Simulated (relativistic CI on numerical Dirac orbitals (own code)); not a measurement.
# Nb⁵⁺: computed level list

Computed by Dirac-Coulomb-Breit CI, KLI orbitals optimised for each configuration, a model potential for QED, valence Slater integrals scaled by 0.85, P86 correlation energy added to each configuration (own radial code, finite nucleus).

Configuration list (outside the closed core [Ar] 3d10): 4s²4p⁶, 4s²4p⁵4d, 4s4p⁶4d, 4s²4p⁵4f, 4s²4p⁵5s, 4s²4p⁵5p, 4s4p⁶4f, 4s²4p⁵5d, 4s²4p⁵6s, 4s²4p⁵6p, 4s²4p⁵5f, 4s²4p⁵6d, 4s²4p⁵5g, 4s4p⁶5s, 4s²4p⁵7s, 4s²4p⁵7p, 4s²4p⁵6f, 4s4p⁶5p, 4s4p⁶5d, 4s4p⁶6s, 4s4p⁶6p, 4s4p⁶5f, 4s4p⁶6d, 4s4p⁶5g, 4s4p⁶7s, 4s4p⁶7p, 4p⁶4d², 4p⁵4d³, 4p⁵4d²4f, 4p⁵4d²5s, 4p⁵4d²5p, 4p⁶4f², 4p⁵4d4f², 4p⁵4f³, 4p⁵4f²5s, 4p⁵4f²5p. Double excitations out of closed p, d and f shells are left out; levels of such configurations are missing from the list, as are those of other unlisted configurations, and high levels can miss mixing partners. These lack a partner that the ground configuration has and come out too high: 4s²4p⁵5d, 4s²4p⁵6s, 4s²4p⁵6p, 4s²4p⁵5f, 4s²4p⁵6d.

```csv
No.,Configuration,Term,J,E (cm⁻¹),%,Landé g,jj configuration (%)
1,4s²4p⁶,¹S,0,0,100,,closed (100)
2,4s²4p⁵4d,³P°,0,273647,100,,4p3/2^3 4d3/2 (100)
3,4s²4p⁵4d,³P°,1,276289,97,1.470,4p3/2^3 4d3/2 (68)
4,4s²4p⁵4d,³P°,2,281638,89,1.460,4p3/2^3 4d5/2 (64)
5,4s²4p⁵4d,³F°,4,283519,100,1.250,4p3/2^3 4d5/2 (100)
6,4s²4p⁵4d,³F°,3,286382,85,1.090,4p3/2^3 4d3/2 (86)
7,4s²4p⁵4d,³F°,2,291096,70,0.785,4p3/2^3 4d3/2 (61)
8,4s²4p⁵4d,³D°,3,300956,63,1.211,4p3/2^3 4d5/2 (97)
9,4s²4p⁵4d,¹D°,2,307780,46,0.944,4p1/2 4p3/2^4 4d3/2 (74)
10,4s²4p⁵4d,³D°,1,308221,96,0.533,4p1/2 4p3/2^4 4d3/2 (49)
11,4s²4p⁵4d,³D°,2,312794,55,1.143,4p1/2 4p3/2^4 4d5/2 (78)
12,4s²4p⁵4d,¹F°,3,315002,54,1.116,4p1/2 4p3/2^4 4d5/2 (89)
13,4s²4p⁵4d,¹P°,1,378300,96,0.995,4p3/2^3 4d5/2 (49)
14,4s²4p⁵5s,³P°,2,403820,100,1.501,4p3/2^3 5s (100)
15,4s²4p⁵5s,¹P°,1,407197,51,1.241,4p3/2^3 5s (97)
16,4s²4p⁵5s,³P°,0,422814,100,,4p1/2 4p3/2^4 5s (100)
17,4s²4p⁵5s,³P°,1,425170,51,1.259,4p1/2 4p3/2^4 5s (97)
18,4s²4p⁵5p,³S,1,457644,84,1.923,4p3/2^3 5p1/2 (57)
19,4s²4p⁵5p,³D,2,464591,57,1.134,4p3/2^3 5p1/2 (98)
20,4s²4p⁵5p,³D,3,467105,100,1.334,4p3/2^3 5p3/2 (100)
21,4s²4p⁵5p,¹P,1,469606,46,0.984,4p3/2^3 5p3/2 (58)
22,4s²4p⁵5p,³P,2,472039,68,1.344,4p3/2^3 5p3/2 (98)
23,4s²4p⁵5p,³P,0,478922,76,,4p3/2^3 5p3/2 (81)
24,4s²4p⁵5p,³D,1,483438,64,0.685,4p1/2 4p3/2^4 5p1/2 (95)
25,4s²4p⁵5p,³D,2,488375,41,1.190,4p1/2 4p3/2^4 5p3/2 (98)
26,4s²4p⁵5p,³P,1,488513,64,1.408,4p1/2 4p3/2^4 5p3/2 (92)
27,4s²4p⁵5p,¹S,0,495420,75,,4p1/2 4p3/2^4 5p1/2 (81)
28,4s4p⁶4d,³D,1,516666,64,0.499,4s 4d3/2 (64)
29,4s4p⁶4d,³D,2,518308,65,1.165,4s 4d3/2 (40)
30,4s4p⁶4d,³D,3,520972,68,1.331,4s 4d5/2 (68)
31,4s²4p⁵4f,³G,5,553525,100,1.200,4p3/2^3 4f7/2 (100)
32,4s²4p⁵4f,³G,4,555636,68,1.043,4p3/2^3 4f5/2 (97)
33,4s²4p⁵5d,³P°,0,555737,99,,4p3/2^3 5d3/2 (99)
34,4s²4p⁵5d,³P°,1,556963,89,1.403,4p3/2^3 5d3/2 (75)
35,4s4p⁶4d,¹D,2,557943,75,0.987,4s 4d5/2 (41)
36,4s²4p⁵5d,³P°,2,559190,66,1.374,4p3/2^3 5d5/2 (74)
37,4s²4p⁵4f,³G,3,559294,47,0.900,4p3/2^3 4f5/2 (86)
38,4s²4p⁵5d,³F°,4,559365,100,1.250,4p3/2^3 5d5/2 (100)
39,4s²4p⁵5d,³F°,3,559759,58,1.061,4p3/2^3 5d3/2 (99)
40,4s²4p⁵4f,³F,4,560628,56,1.143,4p3/2^3 4f7/2 (97)
41,4s²4p⁵5d,¹D°,2,561882,45,0.939,4p3/2^3 5d3/2 (76)
42,4s²4p⁵5d,³D°,3,562856,68,1.230,4p3/2^3 5d5/2 (99)
43,4s²4p⁵4f,³F,2,565368,63,0.817,4p3/2^3 4f5/2 (75)
44,4s²4p⁵4f,³F,3,565530,38,1.146,4p3/2^3 4f7/2 (74)
45,4s²4p⁵5d,³D°,1,567577,57,0.735,4p3/2^3 5d5/2 (68)
46,4s²4p⁵4f,³D,1,568872,65,0.499,4p3/2^3 4f5/2 (65)
47,4s²4p⁵4f,³D,2,569619,39,1.100,4p3/2^3 4f7/2 (61)
48,4s²4p⁵4f,³G,3,575837,53,0.885,4p1/2 4p3/2^4 4f5/2 (92)
49,4s²4p⁵4f,³F,4,577054,40,1.114,4p1/2 4p3/2^4 4f7/2 (96)
50,4s²4p⁵5d,³F°,2,578971,67,0.791,4p1/2 4p3/2^4 5d3/2 (99)
51,4s²4p⁵5d,³D°,2,579688,47,1.230,4p1/2 4p3/2^4 5d5/2 (96)
52,4s²4p⁵5d,³F°,3,580354,37,1.126,4p1/2 4p3/2^4 5d5/2 (99)
53,4s²4p⁵4f,³D,3,582626,51,1.239,4p1/2 4p3/2^4 4f7/2 (82)
54,4s²4p⁵4f,¹D,2,583735,42,0.930,4p1/2 4p3/2^4 4f5/2 (90)
55,4s²4p⁵5d,¹P°,1,585060,57,0.863,4p1/2 4p3/2^4 5d3/2 (90)
56,4s²4p⁵6s,³P°,2,588883,100,1.500,4p3/2^3 6s (100)
57,4s²4p⁵6s,¹P°,1,590136,61,1.189,4p3/2^3 6s (99)
58,4s²4p⁵6s,³P°,0,608032,100,,4p1/2 4p3/2^4 6s (100)
59,4s²4p⁵6s,³P°,1,608761,62,1.310,4p1/2 4p3/2^4 6s (99)
60,4s²4p⁵6p,³S,1,612276,76,1.884,4p3/2^3 6p1/2 (58)
61,4s²4p⁵6p,³D,2,615698,53,1.134,4p3/2^3 6p1/2 (99)
62,4s²4p⁵6p,³D,3,616775,100,1.334,4p3/2^3 6p3/2 (100)
63,4s²4p⁵6p,¹P,1,617832,56,1.026,4p3/2^3 6p3/2 (60)
64,4s²4p⁵6p,³P,2,618830,71,1.360,4p3/2^3 6p3/2 (99)
65,4s²4p⁵6p,³P,0,622753,51,,4p3/2^3 6p3/2 (96)
66,4s²4p⁵6p,³D,1,634538,66,0.702,4p1/2 4p3/2^4 6p1/2 (98)
67,4s²4p⁵6p,³P,1,636020,60,1.392,4p1/2 4p3/2^4 6p3/2 (94)
68,4s²4p⁵6p,³D,2,636852,46,1.174,4p1/2 4p3/2^4 6p3/2 (99)
69,4s²4p⁵6p,¹S,0,639045,50,,4p1/2 4p3/2^4 6p1/2 (96)
70,4s²4p⁵5f,³G,5,652399,100,1.200,4p3/2^3 5f7/2 (100)
```

Energies count from the lowest computed level; ° marks odd parity. Filled j subshells are mostly left out of the jj labels.

The mean weight of the leading LS term, summed over parents, in these 70 levels is 69 %, and that of the leading jj configuration (from the same eigenvectors) 85 %, so jj coupling describes them better and the LS labels are nominal.

At this charge configurations can still be misplaced by up to about 7 % of their energy.

LS names give the leading component of a level, which can be under half, so a name can repeat, a term be missing and a line seem to break the LS rules.
